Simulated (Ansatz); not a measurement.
Reactions of `C[NH][GeH2][CH3]`.

Program: Ansatz. Geometries: PBE0-D4/def2-TZVP. ΔE: electronic, gas phase. CBS: MP2 limit from def2 TZ/QZ plus the TZ coupled-cluster correction, frozen cores. This one scheme is used for every species. For Ge, Se outer-core shells are correlated without core-valence functions, which leaves a few kJ/mol of doubt a bond. Scalar relativity is left out up to krypton. Each species was taken in one conformer, which may not be the lowest.

```tsv
reaction	CCSD(T)/CBS(def2) (eV)
`C[NH][GeH2][CH3]` + H–F → `[CH3][GeH2][F]` + CH₃NH₂	-0.60
`C[NH][GeH2][CH3]` + `C[SeH]` → `[CH3][GeH2][Se]C` + CH₃NH₂	?
`C[NH][GeH2][CH3]` + `C=C(O)O` → `CC=C(O)O` + `C[NH][GeH3]`	0.36
`C[NH][GeH2][CH3]` + H–F → `C[NH][GeH2][F]` + CH₄	?
`C[NH][GeH2][CH3]` + SiH₄ → `C[NH][GeH2][SiH3]` + CH₄	-0.29
`C[NH][GeH2][CH3]` → `[CH3][GeH3]` + `C=N`	1.29
`C[NH][GeH2][CH3]` + `C[SiH3]` → `C[SiH2][GeH2][CH3]` + CH₃NH₂	-0.12
`C[NH][GeH2][CH3]` + CH₃OH → `C[O][GeH2][CH3]` + CH₃NH₂	-0.30
`C[NH][GeH2][CH3]` → `[CH3][GeH2][CH2]N`	?
`C[NH][GeH2][CH3]` → `CN[CH2][GeH3]`	0.83
```

Problem. Fill in the missing values. (Best estimate.)

Solution. Computed: `C[NH][GeH2][CH3]` + `C[SeH]` → `[CH3][GeH2][Se]C` + CH₃NH₂: -0.63 eV; `C[NH][GeH2][CH3]` + H–F → `C[NH][GeH2][F]` + CH₄: -0.95 eV; `C[NH][GeH2][CH3]` → `[CH3][GeH2][CH2]N`: +0.25 eV.

Largest T1 diagnostic: 0.012, for `C=C(O)O`.
